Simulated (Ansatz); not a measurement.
Geometry optimisation, DFT PBE-D3(BJ), scalar-relativistic, plane waves, PAW (Ansatz 0.2.0).

input.yaml

```yaml
accuracy: low
crystal:
  lattice:
    - [9.028715, 0.0, 0.0]
    - [0.0, 9.028715, 0.0]
    - [0.0, 0.0, 9.028715]
  atoms:
    - { symbol: C, position: [0.0946132, 0.7283346, 0.3359264] }
    - { symbol: Cl, position: [0.119071, 0.7434759, 0.5306676] }
    - { symbol: H, position: [0.1010724, 0.8383103, 0.287055] }
    - { symbol: H, position: [0.1815743, 0.6580451, 0.2909604] }
    - { symbol: H, position: [-0.0133753, 0.6796295, 0.3137662] }
    - { symbol: C, position: [0.4191741, 0.3757492, 0.4216734] }
    - { symbol: Cl, position: [0.4665362, 0.1923701, 0.4753437] }
    - { symbol: H, position: [0.4344251, 0.4492424, 0.5159652] }
    - { symbol: H, position: [0.4908649, 0.4096633, 0.3309263] }
    - { symbol: H, position: [0.3040209, 0.3775717, 0.38616] }
    - { symbol: C, position: [0.9355239, 0.4729196, 0.7398568] }
    - { symbol: Cl, position: [0.771225, 0.5172731, 0.6409113] }
    - { symbol: H, position: [0.9095984, 0.3902073, 0.8235905] }
    - { symbol: H, position: [1.0170845, 0.4292581, 0.6626149] }
    - { symbol: H, position: [0.9777533, 0.5728744, 0.7923019] }
    - { symbol: C, position: [0.9438549, 0.1000907, 0.2629834] }
    - { symbol: Cl, position: [1.0828512, 0.195843, 0.1616764] }
    - { symbol: H, position: [0.9878036, 0.070454, 0.3712191] }
    - { symbol: H, position: [0.8480988, 0.1721638, 0.275673] }
    - { symbol: H, position: [0.9128693, 0.0006196, 0.2024015] }
    - { symbol: C, position: [0.8144315, 0.1031802, 0.752144] }
    - { symbol: Cl, position: [0.8325196, -0.0141561, 0.9091681] }
    - { symbol: H, position: [0.895194, 0.1922533, 0.760401] }
    - { symbol: H, position: [0.8344571, 0.0384556, 0.6524721] }
    - { symbol: H, position: [0.7028692, 0.148723, 0.7500275] }
    - { symbol: C, position: [0.3246279, 0.3556408, 0.038746] }
    - { symbol: Cl, position: [0.3423615, 0.2093965, -0.0918285] }
    - { symbol: H, position: [0.3365752, 0.3105003, 0.1498513] }
    - { symbol: H, position: [0.4107856, 0.4372972, 0.0179168] }
    - { symbol: H, position: [0.2159598, 0.4062352, 0.0262466] }
    - { symbol: C, position: [0.4081999, 0.6925926, 1.0002147] }
    - { symbol: Cl, position: [0.2982176, 0.8488451, 0.9528796] }
    - { symbol: H, position: [0.4029271, 0.6124252, 0.9103805] }
    - { symbol: H, position: [0.5220385, 0.7285084, 1.0168161] }
    - { symbol: H, position: [0.3651451, 0.6437723, 1.1016427] }
    - { symbol: C, position: [0.5650092, 0.6974695, 0.2887915] }
    - { symbol: Cl, position: [0.5710721, 0.7647651, 0.4736863] }
    - { symbol: H, position: [0.531659, 0.7872252, 0.2156035] }
    - { symbol: H, position: [0.6745546, 0.6577247, 0.2580516] }
    - { symbol: H, position: [0.4852026, 0.6073741, 0.2825867] }
basis:
  ecutwfc: 420.0
kpoints:
  mp_grid: { grid: [1, 1, 1] }
hamiltonian:
  xc: pbe
  dispersion: d3bj
scf:
  occupations: { method: fermi_dirac, width: 0.05 }
  lower_state_search: "off"
relax:
  f_tol: 0.3
  max_steps: 15
  adjacent_minimum: "off"
```

Run as:

```bash
$ ansatz run input.yaml --threads 1 --pin off --max-ram 3072MiB --backend cpu --events-out ev --progress --plain --runs-dir out
```

Task: Where does it end, and by what steps?

Result: The run converged. The threshold is loose, so the end isn't yet a minimum. The force dipped under the threshold on the way, but the program's further checks kept it going. Limits of this set-up: coarse k mesh, low accuracy level. After 7 steps the energy has fallen by 1.264 eV; H34 moved furthest, 1.23 Å.

```csv
step,energy less start (eV),largest force component (eV/Å),accepted
0,0.0000,0.442,yes
1,-0.4819,0.196,yes
2,-0.7054,0.457,yes
3,-0.8773,0.697,yes
4,-1.0295,0.427,yes
5,-1.1318,0.226,yes
6,-1.2071,0.195,yes
7,-1.2635,0.114,yes
```

```xyz
40
Lattice="9.0287 0.0000 0.0000 0.0000 9.0287 0.0000 0.0000 0.0000 9.0287" Properties=species:S:1:pos:R:3
C 0.880 6.535 3.041
Cl 1.127 7.171 4.701
H 1.088 7.333 2.322
H 1.567 5.698 2.887
H -0.153 6.187 2.954
C 3.807 3.276 3.973
Cl 4.257 1.539 4.002
H 3.949 3.681 4.979
H 4.461 3.784 3.260
H 2.758 3.350 3.669
C 8.693 4.301 6.895
Cl 7.193 4.282 5.903
H 8.508 3.721 7.804
H 9.497 3.847 6.309
H 8.930 5.342 7.134
C 8.142 0.924 2.662
Cl 9.161 2.252 1.990
H 8.704 0.439 3.466
H 7.216 1.364 3.042
H 7.941 0.226 1.843
C 7.238 0.503 6.851
Cl 7.173 -0.735 8.156
H 8.104 1.143 7.039
H 7.343 -0.025 5.899
H 6.310 1.081 6.874
C 3.307 2.921 0.180
Cl 3.407 2.258 -1.478
H 3.215 2.091 0.885
H 4.219 3.494 0.372
H 2.427 3.569 0.241
C 3.524 6.594 8.367
Cl 1.947 7.468 8.415
H 3.526 5.931 7.498
H 4.334 7.330 8.290
H 3.612 6.011 9.289
C 5.185 6.777 2.740
Cl 5.155 7.172 4.484
H 5.114 7.705 2.164
H 6.120 6.253 2.518
H 4.328 6.131 2.522
```

Whether the end is a true minimum wasn't checked by a vibrational analysis.

Run time: 40 s on 1 thread of Arm Neoverse V1, with other jobs on the host, peak memory 0.58 GiB.
